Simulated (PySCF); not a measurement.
Cl3La, charge +1, doublet, at a GFN2-xTB geometry (such geometries of metal compounds can be far from the true shape) (the multiplicity is a formal guess) (core potentials on La); PySCF with HF/def2-SV(P).

Input for PySCF:
```python
from pyscf import gto, scf

mol = gto.Mole()
mol.atom = '''
    La    0.107624   -0.300283   -0.770851
    Cl   -1.965824   -0.743943    0.618337
    Cl    0.203236    2.019036    0.453968
    Cl    1.401731   -0.268260    1.512311
'''
mol.basis = 'def2-sv(p)'
mol.ecp = {'La': 'def2-sv(p)'}
mol.charge = 1
mol.spin = 1
mol.verbose = 3
mol.build()

mf = scf.UHF(mol)
mf.kernel()
mf.analyze()
```

Task: What does PySCF print? Leave out banner, timings and long lists.

Result: 
```
converged SCF energy = -1409.1136921214  <S^2> = 0.78033171  2S+1 = 2.0301051
**** MO energy ****
                             alpha | beta                alpha | beta
MO #1   energy= -104.997838456902  | -104.990236845748  occ= 1 | 1
MO #2   energy= -104.997816762002  | -104.990216027896  occ= 1 | 1
MO #3   energy= -104.911466391926  | -104.911456678161  occ= 1 | 1
MO #4   energy= -10.7591432895587  | -10.7513816677138  occ= 1 | 1
MO #5   energy= -10.7591395771373  | -10.7513491091036  occ= 1 | 1
MO #6   energy= -10.6745826552786  | -10.6745732447392  occ= 1 | 1
MO #7   energy= -8.2438266741223   | -8.22520689520304  occ= 1 | 1
MO #8   energy= -8.24381326185644  | -8.2252062546801   occ= 1 | 1
MO #9   energy= -8.22963862417838  | -8.2237965826733   occ= 1 | 1
MO #10  energy= -8.2296338218009   | -8.22379470735422  occ= 1 | 1
MO #11  energy= -8.22815123029946  | -8.2130930787448   occ= 1 | 1
MO #12  energy= -8.22814939352652  | -8.21308057741487  occ= 1 | 1
MO #13  energy= -8.14842224753513  | -8.14837855908677  occ= 1 | 1
MO #14  energy= -8.14676123887009  | -8.14673882661856  occ= 1 | 1
MO #15  energy= -8.1466586513367   | -8.1466723076443   occ= 1 | 1
MO #16  energy= -2.08898191038997  | -2.09059918647532  occ= 1 | 1
MO #17  energy= -1.36380055469817  | -1.34587862842182  occ= 1 | 1
MO #18  energy= -1.3290077519295   | -1.3295263919607   occ= 1 | 1
MO #19  energy= -1.32758772200535  | -1.31803604596195  occ= 1 | 1
MO #20  energy= -1.24275754237129  | -1.1963223982921   occ= 1 | 1
MO #21  energy= -1.24048884258403  | -1.18146819661403  occ= 1 | 1
MO #22  energy= -1.15992113039395  | -1.16000405514614  occ= 1 | 1
MO #23  energy= -0.756392226926124 | -0.670065240926136 occ= 1 | 1
MO #24  energy= -0.681810685490284 | -0.667933747490382 occ= 1 | 1
MO #25  energy= -0.680245083663392 | -0.662741997781328 occ= 1 | 1
MO #26  energy= -0.678165524119341 | -0.635815578559393 occ= 1 | 1
MO #27  energy= -0.65070658506051  | -0.61358290923822  occ= 1 | 1
MO #28  energy= -0.645375065840206 | -0.587829548122272 occ= 1 | 1
MO #29  energy= -0.613876908563538 | -0.587462077692574 occ= 1 | 1
MO #30  energy= -0.589645642541421 | -0.581455535696706 occ= 1 | 1
MO #31  energy= -0.587664510217154 | -0.245428208974445 occ= 1 | 0
MO #32  energy= -0.173267178775911 | -0.173215563754863 occ= 0 | 0
MO #33  energy= -0.151343120731131 | -0.148802217006379 occ= 0 | 0
MO #34  energy= -0.146030860221025 | -0.143639642395211 occ= 0 | 0
MO #35  energy= -0.131462482125162 | -0.131873731340021 occ= 0 | 0
MO #36  energy= -0.120069928030767 | -0.120124425436297 occ= 0 | 0
MO #37  energy= -0.119825268151332 | -0.118627838514236 occ= 0 | 0
MO #38  energy= -0.0499767981798267 | -0.0466745608239201 occ= 0 | 0
MO #39  energy= -0.0270430773955796 | -0.0254674288982754 occ= 0 | 0

WARN: Weak orthogonality for localized orbitals 5.16658669478324e-09

WARN: Weak orthogonality for localized orbitals 5.16658669478324e-09

WARN: System has nonzero charge 1; the dipole moment is origin-dependent.
Location of origin: [0. 0. 0.]

Dipole moment(X, Y, Z, Debye):  3.77859, -2.44129, -9.55509
```
